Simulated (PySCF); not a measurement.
## HI: one state, many levels of theory

State: ¹Σ⁺ (singlet), closed shell. Set-up: PySCF, scalar-relativistic core potentials, basis sets H cc-pVTZ, I cc-pVTZ-PP with ECP28. De refers to H + I in their high-spin ground configurations, without counterpoise correction. A positive dipole means H(−)I(+).

```
      Level  Re (Å)  ωe (cm⁻¹)  De (eV)  μ (D)  CPU s a point (SCF and correlation, without the integrals)
        RHF   1.603       2444     2.26  -0.59                                                       0.049
    RHF-MP2   1.601       2418     3.36    n/a                                                       0.073
RHF-SCS-MP2   1.604       2395     3.37    n/a                                                         n/a
   RHF-CCSD   1.608       2359     3.35    n/a                                                         n/a
RHF-CCSD(T)   1.610       2342     3.41    n/a                                                        0.87
        PBE   1.630       2245     3.41  -0.48                                                         0.3
     r²SCAN   1.617       2313     3.40  -0.54                                                        0.38
      M06-L   1.620       2318     3.39  -0.46                                                        0.41
       PBE0   1.616       2333     3.35  -0.53                                                        0.79
      B97-3   1.616       2330     3.31  -0.50                                                        0.26
      HSE06   1.618       2324     3.35  -0.52                                                        0.83
     M06-2X   1.612       2355     3.09  -0.53                                                        0.44
```

(1) Which functional lies closest to RHF-CCSD(T) in De, which farthest, and by how much do they differ from it?

(2) What does a quarter of exact exchange do here, going from PBE to PBE0?

(3) What does the step from GGA to meta-GGA do here, going from PBE to r²SCAN?

Measured (Huber and Herzberg, Constants of Diatomic Molecules (1979)): Re = 1.60916 Å, ωe = 2309.014 cm⁻¹.

Correlated steps freeze 4 core orbitals. These are scalar-relativistic numbers at best; spin–orbit coupling would shift them, the dissociation energy most. Where the molecule has an RHF reference, its open-shell atoms are computed with UHF.

The whole job (state search and all levels along the bond) took about 1.1 min on 1 thread of Intel Xeon 6975P-C (shared host), peak memory 0.64 GiB.

Answers

(1) Closest is PBE (+2.0 pm in Re, -4.1 % in ωe, +0.00 eV in De against RHF-CCSD(T) in the same basis), farthest M06-2X (+0.2 pm in Re, +0.6 % in ωe, -0.32 eV in De). CCSD(T) converges more slowly with the basis than the functionals do and binds too weakly in this one, so the order can change at the basis-set limit.

(2) PBE0 less PBE: -1.4 pm in Re, +3.9 % in ωe, -0.06 eV in De. Exact exchange removes part of the self-interaction that spreads semilocal densities, and in most molecules shortens and stiffens the bond and lowers De; so it does here.

(3) r²SCAN less PBE: -1.3 pm in Re, +3.0 % in ωe, -0.01 eV in De.
